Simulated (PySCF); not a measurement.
Ti(OH)3 (H3O3Ti), SMILES [OH][Ti]([OH])[OH] (connectivity only; charge and spin as stated), neutral, multiplicity 2. The structure is a stationary point at B3LYP-D3(BJ)/def2-SVP. The spin state was assumed, not searched. The isomer is the one that the SMILES or the coordinates give; other isomers of the formula were not compared. Other conformers were not sampled.

Method: B3LYP-D3(BJ)/def2-SVP run with PySCF 2.14.0.

Harmonic wavenumbers (cm⁻¹): 105, 174, 174, 247, 317, 318, 346, 346, 403, 699, 809, 809, 3925, 3925, 3930. Rotational constants (GHz): 5.723, 5.723, 2.862; symmetry number 3.

Problem. Work out the zero-point energy and the ideal-gas rigid-rotor harmonic-oscillator thermochemistry at 298.15 K and 1 atm.

Solution. ZPE = ½ Σ hcν = ½ × 16528 cm⁻¹ = 23.63 kcal/mol. H − E(el) = 28.83 kcal/mol. Entropy in cal/(mol K): translation 39.68, rotation 23.46, vibration 16.56, spin 1.38, total 81.09. G − E(el) = 4.66 kcal/mol. Cp = 25.43 cal/(mol K). Modes under 150 cm⁻¹ make the vibrational entropy uncertain.
